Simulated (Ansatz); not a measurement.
`CC(C)[O][AlH][F]` and `CC(C)[O][InH][F]` differ in one atom or group.

Ansatz, PBE0-D4/def2-TZVP geometries, multiplicity 1. Each molecule was computed in one conformer, which needn't be the lowest.

Elements past krypton have def2 core potentials.

| property | `CC(C)[O][AlH][F]` |
| --- | --- |
| HOMO energy (PBE/def2-TZVPP) / eV | -6.81 |
| LUMO energy (PBE0/def2-TZVPP) / eV | -0.40 |
| HOMO–LUMO gap (PBE/def2-TZVPP) / eV | 5.63 |
| LUMO energy (B3LYP/def2-TZVPP) / eV | -0.65 |
| LUMO energy (PBE/def2-TZVPP) / eV | -1.18 |
| HOMO–LUMO gap (PBE0/def2-TZVPP) / eV | 7.87 |

Problem. What does the change do to each property? (Estimate.)

Solution. Ansatz gave: 
```tsv
property	`CC(C)[O][InH][F]`	shift
HOMO energy (PBE/def2-TZVPP) / eV	-6.38	0.43
LUMO energy (PBE0/def2-TZVPP) / eV	-1.32	-0.92
HOMO–LUMO gap (PBE/def2-TZVPP) / eV	4.27	-1.36
LUMO energy (B3LYP/def2-TZVPP) / eV	-1.61	-0.96
LUMO energy (PBE/def2-TZVPP) / eV	-2.11	-0.93
HOMO–LUMO gap (PBE0/def2-TZVPP) / eV	6.54	-1.33
```

With PBE0 the HOMO rises by 0.40 eV and the LUMO falls by 0.92 eV, so the gap narrows by about 1.32 eV. PBE moves the HOMO by 0.43 eV and ωB97M-V by 0.41 eV.

B3LYP here is the variant with VWN-RPA as its local correlation; programs differ in this.
